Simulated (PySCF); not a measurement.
trans-1,3,3,3-tetrafluoropropene (C3H2F4), SMILES FC(/C=C/F)(F)F.

Coordinates come from a B3LYP-D3(BJ)/def2-SVP optimisation.

All values below come from B3LYP-D3(BJ)/def2-SVP (PySCF).

No scaling factor is applied to the harmonic values.

```csv
mode,ν (cm⁻¹),IR (km/mol),moving atoms (share of kinetic energy)
1,82,0.0,"F 44 %, C 35 %, H 21 %"
2,196,3.4,"F 72 %, C 23 %"
3,199,2.5,"F 47 %, C 28 %, H 25 %"
4,392,1.7,"F 83 %, C 16 %"
5,416,7.7,"F 57 %, C 36 %"
6,424,2.4,"F 65 %, C 30 %"
7,564,0.9,"F 78 %, C 17 %"
8,586,0.0,"F 74 %, C 20 %"
9,701,26.2,"F 69 %, C 27 %"
10,863,13.9,"H 51 %, C 45 %"
11,894,19.1,"F 50 %, C 34 %, H 15 %"
12,963,39.3,"H 85 %, C 15 %"
13,1131,309.8,"C 51 %, F 28 %, H 20 %"
14,1194,303.2,"C 78 %, F 22 %"
15,1220,72.6,"C 47 %, H 32 %, F 21 %"
16,1268,164.2,"C 61 %, H 28 %, F 12 %"
17,1330,22.8,"H 68 %, C 29 %"
18,1363,133.7,"C 73 %, H 19 %, F 8 %"
19,1772,180.7,C 91 %
20,3212,1.5,"H 92 %, C 8 %"
21,3217,3.1,"H 91 %, C 9 %"
```
